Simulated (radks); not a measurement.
The mean radii <r> (bohr) of the occupied orbitals of an atom or ion are listed with their occupations. Calculated with a radial shooting solver on a logarithmic mesh with Libxc functionals: non-relativistic Kohn-Sham, LDA (Slater exchange, Perdew-Wang correlation), spin-polarised, spherical densities, point nucleus.

| orbital | occ. | <r> |
|---|---|---|
| 1s up | 1 | 0.04374 |
| 1s down | 1 | 0.04374 |
| 2s up | 1 | 0.1940 |
| 2s down | 1 | 0.1939 |
| 2p up | 3 | 0.1673 |
| 2p down | 3 | 0.1672 |
| 3s up | 1 | 0.5533 |
| 3s down | 1 | 0.5545 |
| 3p up | 3 | 0.5551 |
| 3p down | 3 | 0.5568 |
| 3d up | 5 | 0.5522 |
| 3d down | 3 | 0.5562 |
| 4s up | 1 | 1.534 |
| 4s down | 1 | 1.545 |
| 4p up | 3 | 1.769 |
| 4p down | 3 | 1.785 |

Name the element and its charge. Open shells, if any, are filled with parallel spins first.

Answer. Z = 35, bromine, charge +1: Br+ in [Ar] 3d8 4s2 4p6. The 1s radius gives Z: for a bare nucleus <r> = 1.5/Z, 0.04286 bohr for Z = 35, and screening makes it slightly larger (0.04374 here). The occupations add up to 34, and the charge is Z minus that.
